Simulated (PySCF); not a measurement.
Job for PySCF: R-MP2/6-31G* on CHF3 (SMILES FC(F)F) with ghost functions, monomers drawn apart or pushed together.

```python
from pyscf import gto, scf, dft, mp
from pyscf.data.elements import chemcore

mol = gto.M(
    atom='''
    F     0.62573617    1.13476242    4.54161596
    C     0.23423441   -0.09558383    4.16408325
    F    -0.88900227   -0.39922222    4.83601424
    F     1.18954179   -0.96710966    4.53437760
    H     0.07401367   -0.13447959    3.08756329
    ghost-O    0.20833246   -0.05705035    0.03326065
    ghost-H    0.33080413    0.77345075   -0.43858485
    ghost-H    0.69397147   -0.71782353   -0.47160150
    ''',
    basis='6-31g*',
    cart=True,
    charge=0, spin=0, verbose=3, max_memory=1800)
mf = scf.RHF(mol)
mf.conv_tol = 1e-8
mf.max_cycle = 100
mf.kernel()
if not mf.converged:
    mf = mf.newton().run(mf.mo_coeff, mf.mo_occ)
pt = mp.MP2(mf, frozen=chemcore(mol)).run()
```

Task: Predict the final total energy.

Result: -337.4070 hartree.
